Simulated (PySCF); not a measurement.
## Tc (technetium, neutral): UHF calculation

Configuration: [Kr] 4d7, high-spin 4F determinant (an excited configuration). Calculation: PySCF 2.14, in aug-cc-pVTZ-DK (9s8p6d3f2g, 102 functions); scalar relativity by spin-free X2C-1e.

| Item | Value |
| --- | --- |
| Total energy | -4282.794495 hartree |
| One-electron energy | -5914.1035 hartree |
| Hartree (Coulomb) energy | 1758.9837 hartree |
| Exchange energy | -127.6746 hartree |
| ⟨S²⟩ | 3.7671 |
| ⟨L²⟩ | 12.063 |
| Sum of ⟨r⟩ | 31.15 bohr |
| Sum of ⟨r²⟩ | 48.80 bohr² |
| Langevin diamagnetic susceptibility | -38.6 ×10⁻⁶ cm³/mol |

```
shell  electrons  mean orbital energy (hartree)  spread (hartree)  rms radius, mean of both spins (bohr)
 1s β          1                     -777.29289                 0                                 0.0394
 1s α          1                     -777.29174                 0                                 0.0394
 2s α          1                     -113.55914                 0                                  0.162
 2s β          1                     -113.53812                 0                                  0.162
 2p α          3                     -101.40910                 0                                  0.144
 2p β          3                     -101.38846                 0                                  0.144
 3s α          1                      -20.81419                 0                                  0.442
 3s β          1                      -20.80388                 0                                  0.442
 3p α          3                      -16.71076                 0                                  0.446
 3p β          3                      -16.69765                 0                                  0.446
 3d α          5                      -10.06723           0.00761                                  0.435
 3d β          5                      -10.03536           0.02687                                  0.435
 4s α          1                       -3.13832                 0                                   1.14
 4s β          1                       -2.99611                 0                                   1.14
 4p α          3                       -1.95347                 0                                   1.28
 4p β          3                       -1.76179                 0                                   1.28
 4d α          5                       -0.27784           0.03381                                   2.16
 4d β          2                       -0.19262                 0                                   2.16
```

Densities and radii are taken from the X2C orbitals without a picture-change correction, which distorts them close to the nucleus.

Spin-orbit constants ζ (cm⁻¹) from the X2C one-electron operator on these orbitals: bare nucleus, nucleus screened by l(l+1)(2l+1)/3 electrons, and screened by the Breit-Pauli mean field of the electrons.

```json
{"shell": "2p", "bare": "643300", "screened nucleus": "613400", "mean field": "n/a"}
{"shell": "3p", "bare": "108800", "screened nucleus": "103800", "mean field": "n/a"}
{"shell": "3d", "bare": "15500", "screened nucleus": "11890", "mean field": "n/a"}
{"shell": "4p", "bare": "14370", "screened nucleus": "13700", "mean field": "n/a"}
{"shell": "4d", "bare": "981.6", "screened nucleus": "753.3", "mean field": "n/a"}
```

To first order the Landé constant is A = -251.1 cm⁻¹, so the lowest level has J = 9/2 and lies 0.140 eV below the centre of the term. This holds in LS coupling only.
